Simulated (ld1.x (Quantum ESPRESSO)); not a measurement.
**B (Z = 5): excitation energies, all-electron against TM**

ld1.x (Quantum ESPRESSO) 7.5 input, shortened:

```
&input
   title='B', zed=5., rel=0, dft='PW91', iswitch=3,
   config='[He] 2s2 2p1'
 /
 &inputp
   pseudotype=2, tm=.true., lloc=1,
   nlcc=.true., new_core_ps=.true., rcore=1.35
 /
2
2S  1  0   2.00   0.00  1.40  1.40  0.0
2P  2  1   1.00   0.00  3.20  3.20  0.0
 &test
   configts(1)='2s2 2p1'
 /
```

Energies are relative to the spin-unpolarised reference configuration 2s2 2p1; without spin polarisation the order of configurations can differ from experiment.

Problem. Give the all-electron excitation energy and the error of the potential for: 2s2 2p0; 2s1 2p0; 2s2 2p0.5; 2s2 2p1.3; 2s1 2p1; 2s0 2p3; 2s1 2p2.

Solution.

```
valence configuration  charge  ΔE all-electron (eV)  error AE − PS (meV)
              2s2 2p0      +1                 8.271                  +93
              2s1 2p0      +2                33.731                 +309
            2s2 2p0.5    +0.5                 2.912                  +11
            2s2 2p1.3    -0.3                -0.752                 -0.1
              2s1 2p1      +1                14.401                  -79
              2s0 2p3       0                11.706                  -91
              2s1 2p2       0                 5.844                  -23
```

Levels in the configuration 2s2 2p0:

```csv
level,all-electron (eV),pseudo (eV)
2s,-19.552,-19.400
```
